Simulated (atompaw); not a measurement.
# How hard is this Ta PAW (atompaw) potential?

* Element: Ta (Z = 73)
* Generator: atompaw 4.2.0.5
* Type: PAW
* Functional: PBEsol
* Relativity: scalar-relativistic
* Frozen core: [Kr] 4d10
* Valence charge: 27
* Reference configuration: 4f14 5s2 5p6 5d3 6s2 6p0
* Partial waves: 5s (bound): rc 1.40 bohr; 6s (bound): rc 1.85 bohr; 5p (bound): rc 1.60 bohr; 6p (bound, empty): rc 2.75 bohr; 5d (bound): rc 2.75 bohr; 5d channel at 2.55 Ry: rc 2.75 bohr; 4f (bound): rc 1.05 bohr; 4f channel at -1.5 Ry: rc 1.05 bohr
* Local potential: vpsmatchnc scheme with l = 4 at 0.5 Ry, radius 2.05 bohr
* Core correction: smooth core density matched at 2.55 bohr
* Augmentation charge: sinc compensation charge, radius 2.40 bohr; PAW radius 2.75 bohr; waves and projectors: custom rrkj gramschmidtortho

The pseudo-atom Hamiltonian at the reference potential is diagonalised in spherical Bessel functions j_l(qr) that vanish at 20 bohr, with q² up to the cutoff. All-electron valence levels (Ry): 5s -5.3677, 6s -0.4021, 5p -2.8971, 6p -0.1002, 5d -0.2661, 4f -1.8177.

Question: How do the lowest levels (Ry) of each channel move with the cutoff, and are there ghosts?

Answer:

```json
{"cutoff (Ry)": "8", "s #1": "-5.1864", "s #2": "-0.3355", "p #1": "-0.2343", "p #2": "-0.1001", "p #3": "0.0483", "d #1": "-0.2071", "d #2": "0.0600", "f #1": "0.1076", "Σ f·Δε (mRy)": "43604.0"}
{"cutoff (Ry)": "25", "s #1": "-5.3659", "s #2": "-0.4006", "p #1": "-2.8908", "p #2": "-0.1002", "p #3": "0.0483", "d #1": "-0.2661", "d #2": "0.0590", "f #1": "0.1076", "Σ f·Δε (mRy)": "26998.5"}
{"cutoff (Ry)": "50", "s #1": "-5.3676", "s #2": "-0.4021", "p #1": "-2.8969", "p #2": "-0.1002", "p #3": "0.0482", "d #1": "-0.2661", "d #2": "0.0590", "f #1": "-0.1622", "Σ f·Δε (mRy)": "23178.9"}
{"cutoff (Ry)": "100", "s #1": "-5.3677", "s #2": "-0.4021", "p #1": "-2.8971", "p #2": "-0.1002", "p #3": "0.0482", "d #1": "-0.2661", "d #2": "0.0590", "f #1": "-1.7806", "Σ f·Δε (mRy)": "520.7"}
{"cutoff (Ry)": "180", "s #1": "-5.3678", "s #2": "-0.4021", "p #1": "-2.8971", "p #2": "-0.1002", "p #3": "0.0482", "d #1": "-0.2661", "d #2": "0.0590", "f #1": "-1.8169", "Σ f·Δε (mRy)": "12.3"}
{"cutoff (Ry)": "400", "s #1": "-5.3678", "s #2": "-0.4021", "p #1": "-2.8971", "p #2": "-0.1002", "p #3": "0.0482", "d #1": "-0.2661", "d #2": "0.0590", "f #1": "-1.8177", "Σ f·Δε (mRy)": "0.0"}
```

Result: no extra level below or beside the all-electron valence levels (s, p, d, f tested); 10 mRy is reached at 200 Ry and 1 mRy at 300 Ry.
